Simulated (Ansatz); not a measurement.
CH$_{7}$NO$_{2}$Si, SMILES `CO[SiH](N)O`. Charge 0, multiplicity 1.

Z-matrix (Å, degrees):
```
C
O 1 1.409
H 1 1.096 2 111.5
H 1 1.094 2 111.3 3 121.4
H 1 1.092 2 108.2 3 -119.0
Si 2 1.633 1 124.0 3 -61.2
O 6 1.643 2 104.9 1 -50.7
N 6 1.701 2 112.4 1 -171.5
H 6 1.486 2 110.4 1 69.5
H 7 0.958 6 116.5 2 -174.4
H 8 1.008 6 120.7 2 55.7
H 8 1.007 6 119.3 2 -88.7
```

Q: List the harmonic frequencies (cm⁻¹, unscaled) at PBE0-D4/def2-TZVP in Ansatz. (An estimate is asked.)

A: Computed: 69, 89, 159, 191, 228, 318, 374, 381, 432, 726, 785, 801, 839, 894, 937, 966, 1153, 1184, 1218, 1480, 1497, 1499, 1579, 2219, 3019, 3087, 3120, 3602, 3697, 3929.

Q: Is this a minimum?

A: Yes, all 30 modes are real.

Q: Give the ideal-gas thermochemistry at 298.15 K and 1 bar (rigid rotor, harmonic oscillator; point group C1, symmetry number 1).

A: Zero-point energy 242.1 kJ/mol; H(298) − E = 265.5 kJ/mol; entropy 360.4 J/(mol·K), of which translation 165.4, rotation 110.4, vibration 84.7; G(298) − E = 158.1 kJ/mol. Modes under 100 cm⁻¹ are hindered rotations or soft bends, so the harmonic entropy is rough.
